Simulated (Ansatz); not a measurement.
Gas-phase reaction R1 + R2 → P1 + P2, each structure at its B3LYP-D3(BJ)/def2-TZVP stationary point, reached from a drawn start (curvature not checked).
P1: H2 (SMILES [H][H]), charge 0, multiplicity 1.
R1, HF (SMILES F) (charge 0, multiplicity 1):
```csv
atom,x (Å),y (Å),z (Å)
F,0.0000,0.0000,0.4622
H,0.0000,0.0000,-0.4622
```
R2: SiH4 (SMILES [SiH4]), charge 0, multiplicity 1.
P2: FH3Si (SMILES F[SiH3]), charge 0, multiplicity 1.

P less R. No zero-point or thermal terms.

Cores are frozen in the correlated methods.

Programs: Ansatz (Gaussian orbitals). Each number belongs to the level named beside it.

Total energies in hartree:

```csv
structure,PBE/def2-TZVPP,B3LYP/def2-TZVPP,CCSD(T)/cc-pV(Q+d)Z
P1,-1.166122,-1.180004,-1.173794
R1,-100.393473,-100.492723,-100.373106
R2,-291.721620,-291.917183,-291.452235
P2,-390.985867,-391.270509,-390.692917
```

**Question.** Work out the reaction energy at each level in kcal/mol (1 hartree = 627.50947 kcal/mol), and say how far PBE/def2-TZVPP lies from CCSD(T)/cc-pV(Q+d)Z.

**Answer.** 
- PBE/def2-TZVPP: (-1.166122) + (-390.985867) − (-100.393473) − (-291.721620) = -0.036896 hartree = -23.15 kcal/mol
- B3LYP/def2-TZVPP: (-1.180004) + (-391.270509) − (-100.492723) − (-291.917183) = -0.040607 hartree = -25.48 kcal/mol
- CCSD(T)/cc-pV(Q+d)Z: (-1.173794) + (-390.692917) − (-100.373106) − (-291.452235) = -0.041370 hartree = -25.96 kcal/mol
PBE/def2-TZVPP less CCSD(T)/cc-pV(Q+d)Z: 2.81 kcal/mol. CCSD(T)/cc-pV(Q+d)Z is the level counted from, the highest shown, and no exact or measured value.

Ansatz is a first-principles code.
